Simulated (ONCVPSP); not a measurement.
What one change does to a pseudopotential (germanium (Ge), ONCV)

germanium, optimised norm-conserving Vanderbilt (ONCV), made with ONCVPSP 4.0.1 (PBE, fully relativistic). Core [Ar], reference 3d10 4s2 (charge +2). Waves: 4s: rc 1.50 bohr, ncon 5, nbas 9, qcut 5.3 1/bohr, 2 projectors, debl 2.9 Ha; p scattering state at 0.27 Ha: rc 1.25 bohr, ncon 3, nbas 8, qcut 6.6 1/bohr, 1 projector; 3d: rc 0.60 bohr, ncon 5, nbas 10, qcut 18.6 1/bohr, 2 projectors, debl 0.9 Ha. Local part: polynomial inside 0.55 bohr (lpopt 3, dvloc0 1 Ha). Core correction: none.

Open shells are filled in proportion to 2j + 1.

In the d channel the program set the typed energies aside and used -1.799, 0.250 Ha (j = l + 1/2; the other j can differ).

All-electron outer shells of the reference configuration (PBE, scalar-relativistic, ld1.x):

```csv
shell,level (eV),outermost node (bohr),outermost maximum (bohr)
3p,-135.57,0.23,0.54
3d,-49.19,–,0.50
4s,-29.25,0.77,1.66
```

Change: p: nbas 6.

Cutoffs: the cutoffs (Ha) at which the residual kinetic energy of the hardest occupied pseudo-wave falls to 1 and 0.1 mHa per electron; they do not see the model core or the augmentation charge, which bear on the density cutoff. Errors are all-electron minus pseudo energies relative to the spin-unpolarised reference configuration.

Q: What does the change do?

A: The potential gets neither clearly harder nor softer (678 Ha and 1038 Ha → 678 Ha and 1038 Ha); both files keep a bound ghost (p, s); of the 4 tests that both files solve, the error grows in 0 and shrinks in 3 by more than 15 % and 0.3 meV (median size 41.1 → 31.4 meV).

```csv
quantity,base,changed
"cutoff, loose",678 Ha,678 Ha
"cutoff, tight",1038 Ha,1038 Ha
bound ghosts,"s, p3/2, p1/2","s, p3/2, p1/2"
GHOST(+) flags under 300 eV,none,none
"error for 3d10 4s2 4p2, meV [ΔE -22.89 eV]",+58,+45
"error for 3d10 4s2 4p1, meV [ΔE -15.44 eV]",+34,+26
"error for 3d10 4s1, meV [ΔE 34.79 eV]",+24,+24
"error for 3d10 4s2 4p1.5, meV [ΔE -20.09 eV]",+48,+37
s: phases at 1.52 bohr within 0.05 rad from the reference energy up to (Ha; the scan ends near 5),to the end of the scan,to the end of the scan
p3/2: phases at 1.27 bohr within 0.05 rad from the reference energy up to (Ha; the scan ends near 5),3.1,3.4
p1/2: phases at 1.27 bohr within 0.05 rad from the reference energy up to (Ha; the scan ends near 5),0.7,0.8
d5/2: phases at 0.61 bohr within 0.05 rad from the reference energy up to (Ha; the scan ends near 5),to the end of the scan,to the end of the scan
d3/2: phases at 0.61 bohr within 0.05 rad from the reference energy up to (Ha; the scan ends near 5),to the end of the scan,to the end of the scan
```

 A true bound ghost makes a file unfit for plane-wave use even where its test errors are small: the radial tests pick states by their node count and pass the ghost by.
